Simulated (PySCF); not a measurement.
**Correlation energy of Ta (tantalum, neutral)**

[Xe] 4f14 5d3 6s2, high-spin 4F determinant. Computed with PySCF 2.14 in x2c-TZVPPall, with scalar relativity by spin-free X2C-1e. Frozen: [Xe] 4f14; 5 electrons correlated.

```json
{"level": "CCSD", "correlation energy (mhartree)": "-81.27"}
{"level": "(T)", "correlation energy (mhartree)": "-4.57"}
{"level": "CCSD(T)", "correlation energy (mhartree)": "-85.84"}
```

Diagnostics: T1 = 0.027, D1 = 0.0764, largest double amplitude 0.075.

Spin-orbit coupling, absent here, splits the open shell strongly.

Cost of the coupled-cluster step: roughly 8 core-seconds, for 5 correlated electrons.
